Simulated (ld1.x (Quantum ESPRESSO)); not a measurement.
**What one change does to a pseudopotential (Ar, RRKJ)**

argon (Ar), norm-conserving RRKJ (Kleinman–Bylander form), made with ld1.x (Quantum ESPRESSO) 7.5 (PBEsol, non-relativistic). Core [Ne], reference 3s2 3p6. Waves: 3p (bound): rc 1.10 bohr; 3s (bound): rc 0.95 bohr. Local part: the s channel. Core correction: none.

All-electron outer shells of the reference configuration (PBEsol, non-relativistic, ld1.x):

```csv
shell,level (eV),outermost node (bohr),outermost maximum (bohr)
2p,-229.54,–,0.28
3s,-23.97,0.52,1.19
3p,-10.25,0.49,1.30
```

Change: wave 3s (bound): rc 0.95 bohr becomes 3s (bound): rc 1.24 bohr.

Cutoffs: the cutoffs (Ry, on a coarse ladder) from which the occupation-weighted sum of valence levels, in a spherical-Bessel basis at the reference potential, stays within 10 and 1 mRy of its value at 400 Ry; they do not see the model core or the augmentation charge, which bear on the density cutoff. Errors are all-electron minus pseudo energies relative to the spin-unpolarised reference configuration.

**Question.** How do hardness, ghosts and transferability respond?

**Answer.** The potential gets softer (120 Ry and 230 Ry → 60 Ry and 100 Ry); of the 6 tests that both files solve, the error grows in 0 and shrinks in 5 by more than 15 % and 0.3 meV (median size 25.7 → 17.9 meV); neither file shows a bound ghost. A larger radius leaves more room for a smooth pseudo-wave, so fewer plane waves are needed. That the errors move this way runs against the usual rule that smaller radii transfer better.

| quantity | base | changed |
| --- | --- | --- |
| cutoff, loose | 120 Ry | 60 Ry |
| cutoff, tight | 230 Ry | 100 Ry |
| loose cutoff by channel (10 mRy a level) | p 15 Ry, s 80 Ry | p 15 Ry, s 35 Ry |
| bound ghosts | none | none |
| error for 3s2 3p5, meV [ΔE 16.03 eV] | +5.7 | +4.5 |
| error for 3s2 3p4, meV [ΔE 44.65 eV] | +35 | +28 |
| error for 3s2 3p3, meV [ΔE 87.17 eV] | +116 | +95 |
| error for 3s2 3p2, meV [ΔE 144.73 eV] | +286 | +239 |
| error for 3s2 3p5.5, meV [ΔE 6.54 eV] | +1.1 | +0.9 |
| error for 3s1 3p6, meV [ΔE 30.34 eV] | +16 | +7.4 |
